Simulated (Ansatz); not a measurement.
Relaxation of BrH₃InN (6 atoms, charge 0, multiplicity 1), to a largest force component of 0.015 eV/Å in at most 40 steps.

All numbers below come from RKS PBE-D4/def2-SVP in Ansatz.

```xyz
6
Properties=species:S:1:pos:R:3:forces:R:3
N -0.062 -0.690 -0.629 -0.43 -4.87 -5.02
In 0.050 0.747 0.555 -14.86 -210.50 -23.89
Br 0.355 -0.202 2.018 7.44 -23.14 36.41
H -0.975 -0.678 -1.100 -0.16 -0.31 -0.33
H 0.599 -0.665 -1.426 -0.19 -0.12 0.07
H 0.074 1.424 0.536 8.20 238.95 -7.23
```

**Question.** Where does it end, and by what steps?

**Answer.** It converged. After 21 steps the energy has fallen by 58.786 eV; H5 moved furthest, 1.06 Å. The start is strongly strained (largest force component 239 eV/Å).

```json
{"step": "0", "energy less start (eV)": "0.0000", "largest force component (eV/Å)": "238.946", "accepted": "yes"}
{"step": "1", "energy less start (eV)": "-38.2136", "largest force component (eV/Å)": "46.580", "accepted": "yes"}
{"step": "2", "energy less start (eV)": "-49.0509", "largest force component (eV/Å)": "30.425", "accepted": "yes"}
{"step": "3", "energy less start (eV)": "-55.0083", "largest force component (eV/Å)": "13.189", "accepted": "yes"}
{"step": "4", "energy less start (eV)": "-57.2699", "largest force component (eV/Å)": "4.900", "accepted": "yes"}
{"step": "5", "energy less start (eV)": "-58.1867", "largest force component (eV/Å)": "1.359", "accepted": "yes"}
{"step": "6", "energy less start (eV)": "-58.3559", "largest force component (eV/Å)": "1.268", "accepted": "yes"}
{"step": "7", "energy less start (eV)": "-58.3955", "largest force component (eV/Å)": "1.170", "accepted": "yes"}
{"step": "8", "energy less start (eV)": "-58.4760", "largest force component (eV/Å)": "0.864", "accepted": "yes"}
{"step": "9", "energy less start (eV)": "-58.5262", "largest force component (eV/Å)": "0.356", "accepted": "yes"}
{"step": "10", "energy less start (eV)": "-58.5645", "largest force component (eV/Å)": "1.010", "accepted": "yes"}
{"step": "11", "energy less start (eV)": "-58.6619", "largest force component (eV/Å)": "0.480", "accepted": "yes"}
{"step": "12", "energy less start (eV)": "-58.7296", "largest force component (eV/Å)": "0.305", "accepted": "yes"}
{"step": "13", "energy less start (eV)": "-58.7696", "largest force component (eV/Å)": "0.223", "accepted": "yes"}
{"step": "14", "energy less start (eV)": "-58.7774", "largest force component (eV/Å)": "0.266", "accepted": "yes"}
{"step": "15", "energy less start (eV)": "-58.7705", "largest force component (eV/Å)": "0.350", "accepted": "no"}
{"step": "16", "energy less start (eV)": "-58.7853", "largest force component (eV/Å)": "0.046", "accepted": "yes"}
{"step": "17", "energy less start (eV)": "-58.7855", "largest force component (eV/Å)": "0.043", "accepted": "yes"}
{"step": "18", "energy less start (eV)": "-58.7856", "largest force component (eV/Å)": "0.020", "accepted": "yes"}
{"step": "19", "energy less start (eV)": "-58.7856", "largest force component (eV/Å)": "0.018", "accepted": "no"}
{"step": "20", "energy less start (eV)": "-58.7857", "largest force component (eV/Å)": "0.024", "accepted": "yes"}
{"step": "21", "energy less start (eV)": "-58.7857", "largest force component (eV/Å)": "0.007", "accepted": "yes"}
```

```xyz
6
Properties=species:S:1:pos:R:3
N 0.046 -0.654 -1.029
In 0.165 0.663 0.521
Br -0.089 -0.559 2.711
H -0.434 -1.538 -0.830
H -0.247 -0.302 -1.946
H 0.601 2.325 0.528
```

Run time: 62 s on 1 thread of Arm Neoverse V1, with other jobs on the host, peak memory 0.13 GiB.
